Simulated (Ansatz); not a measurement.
Computed with Ansatz on PBE0-D4/def2-TZVP structures; ΔE is electronic, products minus reactants. CCSD(T)/CBS adds triple-zeta CCSD(T) − MP2 to the extrapolated MP2 energy (def2 sets, frozen cores). This one scheme is used for every species. For Ge outer-core shells are correlated without core-valence functions, which leaves a few kJ/mol of doubt a bond. Scalar relativity is left out up to krypton. One conformer a species, not always the lowest.

Reaction (redistribution): `C[BH][GeH2][SiH3]` + `OBF` → `[OH][GeH2][SiH3]` + `CBBF`

`C[BH][GeH2][SiH3]`:

Z-matrix (Å, degrees):
```
C
B 1 1.549
H 1 1.104 2 103.7
H 1 1.091 2 116.3 3 116.5
H 1 1.093 2 113.9 3 -113.7
Ge 2 2.055 1 122.8 3 -101.0
H 2 1.199 1 119.4 3 79.4
Si 6 2.390 2 107.1 1 -93.8
H 6 1.543 2 113.3 1 23.5
H 6 1.541 2 114.4 1 147.7
H 8 1.488 6 110.4 2 -60.9
H 8 1.487 6 111.0 2 178.6
H 8 1.488 6 110.0 2 58.5
```

`OBF`:

Z-matrix (Å, degrees):
```
B
O 1 1.344
F 1 1.332 2 120.3
H 1 1.192 2 120.1 3 -180.0
H 2 0.963 1 113.4 3 -0.0
```

`[OH][GeH2][SiH3]`:

Z-matrix (Å, degrees):
```
Ge
Si 1 2.389
O 1 1.791 2 109.9
H 1 1.536 2 113.0 3 115.2
H 1 1.546 2 111.3 3 -121.0
H 2 1.488 1 110.2 3 177.8
H 2 1.488 1 109.3 3 58.3
H 2 1.486 1 110.4 3 -61.5
H 3 0.960 1 112.4 2 -65.1
```

`CBBF`:

Z-matrix (Å, degrees):
```
C
B 1 1.557
H 1 1.104 2 103.1
H 1 1.091 2 116.5 3 116.2
H 1 1.092 2 114.3 3 -113.6
B 2 1.683 1 124.7 3 -99.1
H 2 1.205 1 117.2 3 80.5
F 6 1.331 2 122.4 1 87.4
H 6 1.210 2 122.4 1 -93.1
```

```
            species  CCSD(T)/CBS(def2) energy (Eh)
`C[BH][GeH2][SiH3]`                    -2433.43289
              `OBF`                     -201.07426
 `[OH][GeH2][SiH3]`                    -2443.98216
             `CBBF`                     -190.46132
```

Work out ΔE.

ΔE = (-2443.98216) + (-190.46132) − (-2433.43289) − (-201.07426) = 0.06367 Eh = +1.73 eV.

Largest T1 diagnostic among the species: 0.013.

The D4 term adds +0.04 eV with B3LYP and +0.02 eV with PBE0; it sums over pairs of atoms, weighted by their polarisabilities, and B3LYP, whose exchange is more repulsive, gets the larger term. In def2-TZVPP, CCSD(T) changes the Hartree–Fock value by +0.16 eV (the triples alone add +0.02 eV) and MP2 by +0.20 eV.

B3LYP here is the variant with VWN-RPA as its local correlation; programs differ in this.
